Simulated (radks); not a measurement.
All-electron atom: the fluorine ion F3+ in [He] 2s2 2p2. Method: non-relativistic Kohn-Sham, r2SCAN, spin-polarised, spherical densities, point nucleus; open shells are filled with parallel spins first; meta-GGA in the generalised Kohn-Sham scheme; computed with a radial shooting solver on a logarithmic mesh with Libxc functionals. Some entries of the table are withheld. Estimate them.

| orbital | occ. | eigenvalue (eV) | r(max) (bohr) | <r^2> (bohr^2) |
|---|---|---|---|---|
| 1s up | 1 | -747.9139 | 0.1147 | (1) |
| 1s down | 1 | -744.9185 | 0.1145 | (2) |
| 2s up | 1 | -95.4517 | 0.7137 | 0.8901 |
| 2s down | 1 | -88.0165 | 0.7278 | 0.9430 |
| 2p up | 2 | (3) | 0.6220 | 0.8246 |
| 2p down | 0 | (4) | 0.6471 | 0.9038 |

Answer. 
(1) 1s up <r^2> (bohr^2): 0.04199
(2) 1s down <r^2> (bohr^2): 0.04149
(3) 2p up eigenvalue (eV): -75.9450
(4) 2p down eigenvalue (eV): -67.8928
